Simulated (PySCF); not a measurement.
C7H10Cl (doublet state).
SMILES with atom numbers: `[Cl:1][CH2:2][CH2:3][C:4]12[CH2:5][C:6]([CH2:7]1)[CH2:8]2` (hydrogens: H9, H10 on C2; H11, H12 on C3; H13, H14 on C5; H15, H16 on C7; H17, H18 on C8)

Cartesian coordinates in Å at the GFN2-xTB level; atoms count from 1:
```xyz
18
C7H10Cl angstrom
Cl     3.735    0.043    0.196
C      2.030   -0.485    0.281
C      1.107    0.629   -0.184
C     -0.347    0.195   -0.092
C     -1.539    1.055   -0.548
C     -2.055   -0.279    0.004
C     -0.971   -1.028   -0.784
C     -1.103   -0.157    1.201
H      1.939   -1.365   -0.356
H      1.834   -0.754    1.318
H      1.252    1.517    0.435
H      1.334    0.893   -1.220
H     -1.643    1.227   -1.615
H     -1.753    1.948    0.030
H     -0.681   -2.007   -0.416
H     -1.038   -1.002   -1.867
H     -0.822   -1.076    1.705
H     -1.287    0.652    1.901
```

The hyperfine couplings belong to this conformer and change with its torsions.

Method: UKS B3LYP, pcH-1 on C Cl H, non-relativistic, mean-field spin-orbit, GIAO in PySCF 2.14.0. The structure is a single GFN2-xTB conformer in the gas phase; no vibrational or solvent corrections. Couplings are sensitive to structure, and on GFN2-xTB geometries they can be far from those on DFT ones. The SCF solution wasn't tested for stability.

Problem. What is the g tensor, term by term?

Solution. 
```tsv
Δg (ppm)	1	2	3
relativistic mass correction	-173	-173	-173
gauge correction	7	12	14
orbital Zeeman/spin–orbit	26	649	908
total	-140	488	749
```

So g = 2.00218, 2.00281, 2.00307 and g_iso = 2.00269; the tensor is rhombic: the two nearest values differ by 29 % of g3 − g1. 

Problem. What effective moment and Curie constant follow for a powder?

Solution. With the mean of g² = 4.0107 and S(S+1) = 0.75: μ_eff = √(⟨g²⟩S(S+1)) = 1.734 μB and χT = 0.12505·⟨g²⟩·S(S+1) = 0.376 cm³ K/mol (cgs; spin-Hamiltonian part alone).

Problem. How much does each term add to the isotropic shift?

Solution. The orbital-Zeeman/spin–orbit term 527, the mass correction -173 and the gauge correction 11 ppm, for a total of 366 ppm. The orbital-Zeeman/spin–orbit term is the largest in size. The mass correction is the same along every axis, so the anisotropy comes from the other two: their spans along these axes are 7 (gauge) and 882 ppm (orbital Zeeman/spin–orbit).

Problem. In a frozen sample, at which fields do the three g values resonate at 9.5, 34, 94 and 263 GHz (hyperfine left aside), and which band first spreads them over more than twice a line width of 1.0 mT?

Solution. 
```
band    GHz  B(g3) mT  B(g2) mT  B(g1) mT  spread mT
   X    9.5    338.86    338.90    339.01       0.15
   Q   34.0   1212.75   1212.91   1213.29       0.54
   W   94.0   3352.90   3353.34   3354.39       1.49
   J  263.0   9380.98   9382.21   9385.15       4.17
```

The spread grows in proportion to the frequency. J band is the first where it exceeds 2.0 mT.

The Mulliken spin populations are largest on C6 (+0.79) and C3 (+0.07). C6 is the only atom above +0.15. The angles at C6 add up to 270.4°, so it is pyramidal.

The HOMO–LUMO gaps are 5.87 eV among the α and 6.34 eV among the β orbitals.

The run took 2.0 min wall (grids of density and orbitals included) on an Arm Neoverse V2 with one thread, no GPU, shared host with 96 logical CPUs at a one-minute load of 61, and the process peaked at 0.97 GiB of memory.
